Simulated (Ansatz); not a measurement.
```yaml
crystal:
  periodic: [false, false, false]
  atoms:
    - {symbol: C, position_ang: [-1.844426, 0.196914, -0.201913]}
    - {symbol: V, position_ang: [0.152184, 0.264673, 0.089546]}
    - {symbol: C, position_ang: [0.861257, -1.581552, 0.495260]}
    - {symbol: N, position_ang: [0.406837, 1.165117, 1.396147]}
    - {symbol: N, position_ang: [1.018957, 1.030199, -1.321523]}
    - {symbol: H, position_ang: [-2.027247, -0.378048, -1.118620]}
    - {symbol: H, position_ang: [-2.297106, 1.184776, -0.296656]}
    - {symbol: H, position_ang: [-2.297414, -0.322899, 0.648546]}
    - {symbol: H, position_ang: [0.263513, -2.006578, 1.308127]}
    - {symbol: H, position_ang: [1.911696, -1.581570, 0.789091]}
    - {symbol: H, position_ang: [0.734364, -2.192894, -0.407241]}
    - {symbol: H, position_ang: [0.554674, 1.721247, 2.226205]}
    - {symbol: H, position_ang: [1.575224, 1.869768, -1.340122]}
    - {symbol: H, position_ang: [0.974386, 0.601445, -2.238147]}
basis:
  gaussian: {orbitals: 6-31G, point_charges: [{charge: 1.00, position_ang: [4.916, -0.379, -0.308]}]}
magnetization: {spin_polarized: true, initial_magnetization: 2}
hamiltonian: {xc: {name: r2SCAN0}, pseudopotentials: {relativity: scalar}}
output: {forces: true}
```

```sh
$ ansatz run in.yaml --threads 4 --pin off --events-out ev --progress --plain --max-ram 11315MiB
```

Shortened log:

```
Functional definition: r2SCAN0
  name "r2SCAN0"
  cite "Bursch, Neugebauer, Ehlert & Grimme, J. Chem. Phys. 156, 134105 (2022) doi:10.1063/5.0086040"
  cite "Furness, Kaplan, Ning, Perdew & Sun, J. Phys. Chem. Lett. 11, 8208 (2020) doi:10.1021/acs.jpclett.0c02405"
  cite "Furness, Kaplan, Ning, Perdew & Sun, J. Phys. Chem. Lett. 11, 9248 (2020) doi:10.1021/acs.jpclett.0c03077"
  parent r2scan
  parameter a = 0.25
  parameter k0 = 0.174
  parameter k1 = 0.065
  parameter a1 = 4.9479
  exchange = (1 - a)*r2scan_x(k0 = k0, k1 = k1, a1 = a1) + a*exact_x
  correlation = r2scan_c
1205 factors; integrals over basis functions are off by at most 2.3e-4 eV
mean field evaluation 1: about -30984.0940 eV, gradient 6.2e1 eV
mean field evaluation 2: about -30829.4680 eV, gradient 2.2e2 eV
mean field evaluation 4: about -30997.7773 eV, gradient 2.6e1 eV
mean field evaluation 8: about -31000.4905 eV, gradient 5.1e-1 eV
mean field evaluation 16: about -31000.4935 eV, gradient 3.7e-2 eV
mean field evaluation 32: about -31000.4939 eV, gradient 2.2e-4 eV
mean field evaluation 64: about -31000.5892 eV, gradient 8.1e-6 eV
mean field -31000.58922084 eV, -1139.2506409117 hartree, gradient 4.2e-7 eV, S^2 2.009614; 12 other end points of the search recorded, 0 dependent functions left out
the calculation of the forces begins
reference -31000.58925246 eV, -1139.2506420739 hartree; 30, 28 occupied and 53, 55 virtual orbitals, 1205 factors
Total energy: -31000.58925246 eV, -1139.2506420739 hartree
Relativity: scalar
Atom 0 at    -1.844426     0.196914    -0.201913 Å, force     0.166848    -0.114298    -0.080661 eV/Å
Atom 1 at     0.152184     0.264673     0.089546 Å, force    -1.648308    -4.102994    -7.457275 eV/Å
Atom 2 at     0.861257    -1.581552     0.495260 Å, force    -0.044587     0.075865    -0.112522 eV/Å
Atom 3 at     0.406837     1.165117     1.396147 Å, force     1.519020     4.919969     8.109607 eV/Å
Atom 4 at     1.018957     1.030199    -1.321523 Å, force     0.435311    -0.917913    -0.462329 eV/Å
Atom 5 at    -2.027247    -0.378048    -1.118620 Å, force    -0.095248    -0.000903     0.065563 eV/Å
Atom 6 at    -2.297106     1.184776    -0.296656 Å, force     0.033181     0.024386    -0.063984 eV/Å
Atom 7 at    -2.297414    -0.322899     0.648546 Å, force    -0.014460    -0.078154    -0.007035 eV/Å
Atom 8 at     0.263513    -2.006578     1.308127 Å, force     0.087299    -0.106669    -0.047064 eV/Å
Atom 9 at     1.911696    -1.581570     0.789091 Å, force     0.182966    -0.181478     0.099024 eV/Å
Atom 10 at     0.734364    -2.192894    -0.407241 Å, force    -0.014593    -0.090123     0.101043 eV/Å
Atom 11 at     0.554674     1.721247     2.226205 Å, force    -0.110372     0.078432     0.017656 eV/Å
Atom 12 at     1.575224     1.869768    -1.340122 Å, force    -0.228162     0.338480     0.048476 eV/Å
Atom 13 at     0.974386     0.601445    -2.238147 Å, force    -0.064315     0.199844    -0.224055 eV/Å
Dipole moment:    -0.162262     0.415865     0.107554 e Å
```

Run time 42 s (4 threads of an Arm Neoverse V2 on a shared host); peak host memory 0.44 GiB.
